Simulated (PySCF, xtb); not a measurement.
C₄H₆Si, SMILES C#C[SiH2]C=C.

GFN2-xTB (xtb) at its own geometry gives an orbital gap of 4.44 eV and a dipole moment of 0.23 D.

Coordinates come from a r2SCAN-D4/def2-SVP optimisation. One conformer was computed; it need not be the lowest.

Question: What does r2SCAN/def2-TZVP run with PySCF give? (The exact figures need the calculation; the answer reports its results.)

Answer: gap 5.58 eV (levels -7.09 and -1.51 eV), dipole 0.79 D.
